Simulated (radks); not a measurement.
Task: These are the eigenvalues of the occupied orbitals of an atom or ion with whole-number occupations (eV). Calculated with a radial shooting solver on a logarithmic mesh with Libxc functionals: Dirac Kohn-Sham, PBE, spin-unpolarised, spherical densities, finite nucleus; Fermi nuclear charge, rms radius of each element as measured or else 0.836 A^(1/3) + 0.57 fm.

| orbital | eigenvalue |
|---|---|
| 1s1/2 | -45025.10 |
| 2s1/2 | -7361.006 |
| 2p1/2 | -6973.494 |
| 2p3/2 | -6413.384 |
| 3s1/2 | -1647.610 |
| 3p1/2 | -1481.443 |
| 3p3/2 | -1368.850 |
| 3d3/2 | -1079.946 |
| 3d5/2 | -1055.562 |
| 4s1/2 | -369.3118 |
| 4p1/2 | -305.9203 |
| 4p3/2 | -281.0407 |
| 4d3/2 | -176.5590 |
| 4d5/2 | -172.0812 |
| 5s1/2 | -84.9422 |
| 5p1/2 | -66.5246 |
| 5p3/2 | -62.4802 |
| 4f5/2 | -51.0604 |

Which element is it, and in what charge state? The configuration may be excited. Open shells, if any, fill j = l - 1/2 first.

Result: Z = 61, promethium, charge +4: Pm4+ in [Xe] 4f3. The list shows which subshells hold electrons but not how many an open one holds; the 1s level, -1654.6 hartree, gives Z - s = 57.5 by -(Z - s)^2/2, which with screening and relativity narrows Z to a few neighbours, and the depths of the outer levels then fix element, charge and occupations together.
